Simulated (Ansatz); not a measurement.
`CS[Si]N` + H₂ → `N[SiH]` + CH₃SH at 298.15 K and 1 bar (hydrogenolysis of the Si–S bond).

Gas-phase electronic energies from Ansatz, PBE0-D4/def2-TZVP geometries. CCSD(T)/CBS is the MP2 limit (def2-TZVPP, def2-QZVPP) plus CCSD(T) − MP2 in def2-TZVPP, frozen cores. This one scheme is used for every species. Each species was taken in one conformer, which may not be the lowest.

```tsv
species	CCSD(T)/CBS energy (Eh)	H − E (kJ/mol)	S (J/(mol·K))
`CS[Si]N`	-782.64978	192.5	331.7
H₂	-1.17544	35.1	130.4
`N[SiH]`	-345.56329	99.2	245.4
CH₃SH	-438.22835	133.0	253.2
```

H − E and S are ideal-gas, rigid-rotor, harmonic terms from PBE0-D4/def2-TZVP, for one conformer and one mirror image of each species. The MP2-based limit puts H₂ 0.8 mEh under its directly extrapolated value; such offsets cancel only in part. 1 Eh = 2625.50 kJ/mol, R = 8.31446 J/(mol·K).

Question: By hand: ΔE, ΔH, ΔS and ΔG.

Answer: ΔE = (-345.56329) + (-438.22835) − (-782.64978) − (-1.17544) = 0.03358 Eh = 88.2 kJ/mol. Δ(H − E) = 99.2 + 133.0 − 192.5 − 35.1 = 4.6, so ΔH = 92.8 kJ/mol. ΔS = 245.4 + 253.2 − 331.7 − 130.4 = 36.5 J/(mol·K). ΔG = 92.8 − 298.15 × (36.5)/1000 = 81.9 kJ/mol.

Question: By hand: the equilibrium constant, and the temperature at which ΔG would vanish if ΔH and ΔS stayed fixed.

Answer: log₁₀ K = −ΔG/(RT ln 10) = -14.3. ΔG = 0 at ΔH/ΔS = 2542 K, far beyond where these terms or the molecules hold.

ΔH outweighs TΔS. A doubt of 5 kJ/mol in ΔE shifts log₁₀ K by 0.9 here. Other conformers and mirror images would add mixing entropy, several J/(mol·K) or more a flexible species. These are equilibria of isolated gas molecules and say nothing of rates. Largest T1 diagnostic: 0.015 (customary marks: 0.02 for closed shells, 0.045 for open ones).
